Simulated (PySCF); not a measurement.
Numbering as in the mapped SMILES `[F:1][CH:2]([F:3])[CH:4]1[CH2:5][O:6][SiH2:7][O:8][CH2:9]1` (H(Xn): hydrogen on atom n). Ha(C5), Ha(Si7), Ha(C9) are cis to C2 on the ring; Hb(C5), Hb(Si7), Hb(C9) are trans to C2 on the ring.

- shieldings: GIAO KT3/pcSseg-1
- coordinates at the PBE0-D3(BJ)/def2-SVP level
- program: PySCF 2.14.0 with density-fitted response routines
- no relativistic terms, fast rotation and ring inversion assumed for equivalent nuclei, a single conformation, no solvent

Referencing at the same level of theory: ¹³C, ¹H, ²⁹Si against TMS; ¹⁹F vs CFCl3; ¹⁷O vs H2O.

```json
{"atoms": "C2", "nucleus": "¹³C", "count": "1", "δ (ppm)": "117.1"}
{"atoms": "H(C4)", "nucleus": "¹H", "count": "1", "δ (ppm)": "?"}
{"atoms": "O6/O8", "nucleus": "¹⁷O", "count": "2", "δ (ppm)": "49.5"}
{"atoms": "C4", "nucleus": "¹³C", "count": "1", "δ (ppm)": "?"}
{"atoms": "Si7", "nucleus": "²⁹Si", "count": "1", "δ (ppm)": "-27.1"}
{"atoms": "H(C2)", "nucleus": "¹H", "count": "1", "δ (ppm)": "5.74"}
{"atoms": "Ha(Si7)", "nucleus": "¹H", "count": "1", "δ (ppm)": "?"}
{"atoms": "F1/F3", "nucleus": "¹⁹F", "count": "2", "δ (ppm)": "-154.8"}
{"atoms": "C5/C9", "nucleus": "¹³C", "count": "2", "δ (ppm)": "?"}
{"atoms": "Hb(C5)/Hb(C9)", "nucleus": "¹H", "count": "2", "δ (ppm)": "4.26"}
{"atoms": "Ha(C5)/Ha(C9)", "nucleus": "¹H", "count": "2", "δ (ppm)": "4.17"}
{"atoms": "Hb(Si7)", "nucleus": "¹H", "count": "1", "δ (ppm)": "4.56"}
```

Problem. Complete the table.

Solution. 
- C5/C9: 65.9 ppm, sp3 CH2 bonded to O; the inductive effect lowers its shielding
- C4: 46.3 ppm, sp3 CH in a ring; aliphatic region, no heteroatom directly attached
- Ha(Si7): 5.07 ppm, hydrogen on a silicon bonded to 2 O, in a 6-membered ring
- H(C4): 2.23 ppm, hydrogen on an sp3 CH in a ring

Shifts are as computed, not scaled to solution data. Of 1313 compounds with measured shifts, 239 miss one by over three times the rms of a fit or turn the order of signals round; such compounds aren't used in these exercises. Unscaled 19F shifts against computed CFCl3 carry errors that often reach 10 to 50 ppm. Experimental scales use liquid or dissolved standards, which lie at an offset from isolated H2O (liquid H2O: subtract about 36 ppm).
